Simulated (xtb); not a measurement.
bromotrifluoromethane (CBrF3), singlet, at a GFN2-xTB geometry; GFN1-xTB run with xtb.

The xtb input:
```
$ xtb mol.xyz --gfn 1 --hess --json

# file mol.xyz
5

F     -1.25521109    -0.59016274    -1.10733380
C     -0.81788382     0.01960982    -0.02293889
F     -1.31527921    -0.58708967     1.03701563
F     -1.24067541     1.26863000    -0.03657222
Br     1.12022270    -0.02685878     0.03141848
```

Q: What does xtb print? Leave out banner, timings and long lists.

A: 
```
   ID    Z sym.   atoms
    1    9 F      1, 3, 4
    2    6 C      2
    3   35 Br     5

           -------------------------------------------------
          |                Calculation Setup                |
           -------------------------------------------------

           -------------------------------------------------
          |                 G F N 1 - x T B                 |
           -------------------------------------------------

          ...................................................
          :                      SETUP                      :
          :.................................................:
          :  # basis functions                  26          :
          :  # atomic orbitals                  25          :
          :  # shells                           11          :
          :  # electrons                        32          :
          :  # halogen bonds                     0          :
          :  max. iterations                   250          :
          :  Hamiltonian                  GFN1-xTB          :
          :  restarted?                      false          :
          :  GBSA solvation                  false          :
          :  PC potential                    false          :
          :  electronic temp.          300.0000000     K    :
          :  accuracy                    1.0000000          :
          :  -> integral cutoff          0.2500000E+02      :
          :  -> integral neglect         0.1000000E-07      :
          :  -> SCF convergence          0.1000000E-05 Eh   :
          :  -> wf. convergence          0.2000000E-04 e    :
          :  Broyden damping             0.4000000          :
          :  net charge                          0          :
          :  unpaired electrons                  0          :
          ...................................................

 iter      E             dE          RMSdq      gap      omega  full diag
   1    -21.2126560 -0.212127E+02  0.685E+00    6.77       0.0  T
   2    -21.4192901 -0.206634E+00  0.430E+00    4.80       1.0  T
   3    -21.4659837 -0.466937E-01  0.219E+00    5.48       1.0  T
   4    -21.4665261 -0.542326E-03  0.481E-01    5.24       1.0  T
   5    -21.4684804 -0.195436E-02  0.281E-02    5.36       1.6  T
   6    -21.4684871 -0.671833E-05  0.406E-03    5.35      11.0  T
   7    -21.4684872 -0.919214E-07  0.202E-03    5.35      22.2  T
   8    -21.4684872 -0.278493E-07  0.740E-05    5.35     604.3  T
[...]
         :: total energy             -21.429283366218 Eh    ::
[...]
   ------------------------------------------------------------------------
       1    273.06    -0.47010 ( 99.89%)    -0.55353 (  0.11%)    -0.47020
       2    273.06    -0.47010 ( 99.89%)    -0.55353 (  0.11%)    -0.47020
   ------------------------------------------------------------------------

   temp. (K)  partition function   enthalpy   heat capacity  entropy
                                   cal/mol     cal/K/mol   cal/K/mol   J/K/mol
 298.15  VIB   2.89                 1188.855      9.097      6.097
         ROT  0.581E+05              888.752      2.981     24.780
         INT  0.168E+06             2077.608     12.078     30.878
         TR   0.176E+28             1481.254      4.968     40.886
         TOT                        3558.8617    17.0460    71.7639   300.2602

       T/K    H(0)-H(T)+PV         H(T)/Eh          T*S/Eh         G(T)/Eh
   ------------------------------------------------------------------------
    298.15    0.567141E-02    0.193143E-01    0.340974E-01   -0.147830E-01
   ------------------------------------------------------------------------

         :::::::::::::::::::::::::::::::::::::::::::::::::::::
         ::                  THERMODYNAMIC                  ::
         :::::::::::::::::::::::::::::::::::::::::::::::::::::
         :: total free energy         -21.444066406778 Eh   ::
         ::.................................................::
         :: total energy              -21.429283366218 Eh   ::
         :: zero point energy           0.013642904293 Eh   ::
         :: G(RRHO) w/o ZPVE           -0.028425944852 Eh   ::
         :: G(RRHO) contrib.           -0.014783040559 Eh   ::
         :::::::::::::::::::::::::::::::::::::::::::::::::::::

           -------------------------------------------------
          | TOTAL ENERGY              -21.429283366218 Eh   |
          | TOTAL ENTHALPY            -21.409969054744 Eh   |
          | TOTAL FREE ENERGY         -21.444066406778 Eh   |
          | GRADIENT NORM               0.004698306576 Eh/α |
          | HOMO-LUMO GAP               5.348857147299 eV   |
           -------------------------------------------------
########################################################################
[WARNING] Runtime exception occurred
-1- hessian_numhess: Hessian on incompletely optimized geometry!
########################################################################

normal termination of xtb
```
